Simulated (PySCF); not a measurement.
Sulfur difluoride, SMILES FSF, singlet at its CAM-B3LYP/def2-SVP optimised geometry (Å):

```
3

F      0.9321    -0.7954     0.0000
S     -0.6787    -0.7954     0.0000
F     -0.9321     0.7954     0.0000
```

Computed with CAM-B3LYP/def2-TZVP (PySCF). Cells within 0.4 Å of a nucleus heavier than hydrogen are left out (blank, or x).

Map of the Laplacian of the electron density (e/bohr⁵), clipped to [-1.50, 1.50] on the plane z = 0.0 Å:

```
|4444444444444444444444444444444|
|4444444444444444444444444444444|
|4444444444444444444444444444444|
|4444444444444444444444444444444|
|4444444444444444444444444444444|
|4444444444554444444444444444444|
|4444444555555544444444444444444|
|4444445556665554444444444444444|
|4444455578988655444444444444444|
|4444455688458865544444444444444|
|444445578xxxx875544444444444444|
|444445586xxxx875544444444444444|
|444445577xxxx875554444444444444|
|4444455686126765555555444444444|
|4444455577666655555555554444444|
|4444455555544555556666555444444|
|4444445555567655567888755444444|
|4444445556999975577207865544444|
|4444445559xxxx9456xxxx875544444|
|4444455549xxxx9455xxxx885544444|
|4444445549xxxx9456xxxx875544444|
|4444445544999965677317865544444|
|4444445554456555567888755444444|
|4444444555444555556666555444444|
|4444444455555555555555554444444|
|4444444445555554445555444444444|
|4444444444444444444444444444444|
|4444444444444444444444444444444|
|4444444444444444444444444444444|
|4444444444444444444444444444444|
|4444444444444444444444444444444|
```
Scale: ten equal steps from -1.40 (start of '0') to 1.50 (end of '9'), in the order '0123456789'; x runs from -3.00 to 3.00, y from -3.00 (bottom) to 3.00 (top).
